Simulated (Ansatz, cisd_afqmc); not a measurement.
System: C2H4Cl2, charge 0, singlet. C2H4Cl2 (1,1-dichloroethane, SMILES ClC(Cl)C).
B3LYP-D3(BJ)/def2-TZVP minimum from Ansatz (a first-principles code):
```xyz
8

C     -1.6126    -0.5750     0.3089
C     -0.1806    -0.1399     0.4961
Cl     0.9362    -1.1934    -0.4372
Cl     0.0348     1.5780     0.0161
H     -1.9006    -0.4974    -0.7382
H     -1.7249    -1.6101     0.6326
H     -2.2680     0.0597     0.9058
H      0.1470    -0.2021     1.5277
```

Atomisation energy term by term, kcal/mol (programs: Ansatz, cisd_afqmc). Radicals and triplets start from unrestricted determinants; spin-orbit coupling is neglected. Cores are frozen in correlated methods. Rows without X2C or -DK are non-relativistic. The Monte Carlo rows (phaseless AFQMC, CISD trial, step 0.005/hartree) carry one-sigma bars that omit the constraint's bias. Outlying blocks are dropped, and bars are widened where a walk drifts. Over all cases where full CI ran beside it in this data, AFQMC minus full CI had a median of +0.1 mEh and passed +0.4 mEh in a tenth of the cases. CBS(X,Y): correlation extrapolated as X^-3, Hartree-Fock from the larger set. A bracket is a step between two methods taken in the basis named. 'core' is core correlation in cc-pwCVTZ (1s frozen past Ne), 'X2C' scalar relativity in cc-pVTZ-DK, both at CCSD(T). For partners of very few electrons the exact lower level stands in for a higher one.

```
term                                       basis  kcal/mol
------------------  ----------------------------  --------
Hartree-Fock                         cc-pV(Q+d)Z    489.38
CCSD correlation    CBS(cc-pV(T+d)Z,cc-pV(Q+d)Z)    166.85
(T)                 CBS(cc-pV(T+d)Z,cc-pV(Q+d)Z)     12.83
CCSDT(Q) - CCSD(T)                   cc-pV(D+d)Z      0.41
core correlation                       cc-pwCVTZ      2.54
scalar relativity                X2C, cc-pVTZ-DK     -0.71
sum: De                                              671.3
```

The step beyond CCSD(T) by other levels: AFQMC/CISD in cc-pV(T+d)Z 0.06 ± 0.29 kcal/mol.
